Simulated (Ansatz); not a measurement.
## Energy profile

The step: Si₂H₆ ([SiH3][SiH3]) + HCl → Si₂H₅Cl ([SiH3][SiH2][Cl]) + H₂; bonds formed: Si1–Cl7, H2–H6; bonds broken: Si1–H2, H6–Cl7 (atoms numbered as in the saddle structure below).

Si1  (-0.831, -0.107, -0.392)
H2  (-0.652, -1.773, -0.787)
H3  (-1.470, 0.634, -1.496)
H4  (-1.980, -0.702, 0.375)
Si5  (0.691, 0.797, 1.121)
H6  (0.031, -1.451, -1.238)
Cl7  (1.208, -0.288, -1.904)
H8  (-0.031, 1.265, 2.337)
H9  (1.620, -0.296, 1.500)
H10  (1.413, 1.921, 0.484)
(Å)

Electronic energies by CCSD(T) at an estimated basis limit (MP2 extrapolated from triple and quadruple zeta, plus CCSD(T) − MP2 in triple zeta), on PBE0-D4/def2-TZVP structures; Si$_{2}$H$_{7}$Cl, singlet; no counterpoise correction. Computed with Ansatz 0.2.0 (basis: def2-TZVPP and def2-QZVPP); correlated methods freeze the cores. Extrapolation: Hartree–Fock as exp(−7.88 √X), correlation as X^−2.97.

(1) Give the profile in kJ/mol, counted from the separated reactants. (An estimate is asked for; the value comes from the calculation.)

The T1 diagnostic stays at or below 0.013.

## Answers

(1) The calculation gives:
```csv
point,kJ/mol
"separated: Si$_{2}$H$_{6}$ (linked as [SiH3][SiH3]; Si1, H2, H3, H4, Si5, H8, H9, H10; singlet) + HCl (H6, Cl7; singlet)",0.0
start structure,-5.9
saddle,147.8
end structure,-73.1
"separated: Si$_{2}$H$_{5}$Cl (linked as [SiH3][SiH2][Cl]; Si1, H3, H4, Si5, Cl7, H8, H9, H10; singlet) + H$_{2}$ (H2, H6; singlet)",-70.6
```

For scale, one of the runs: CCSD(T)/def2-TZVPP, 224 basis functions, launched by `ansatz run in.yaml --threads 4 --pin off --events-out ev --progress --plain --max-ram 9574MiB`. Hardware: 4 CPU threads of an Intel Xeon, shared host. Wall time 56 s; peak host memory 3.2 GiB.
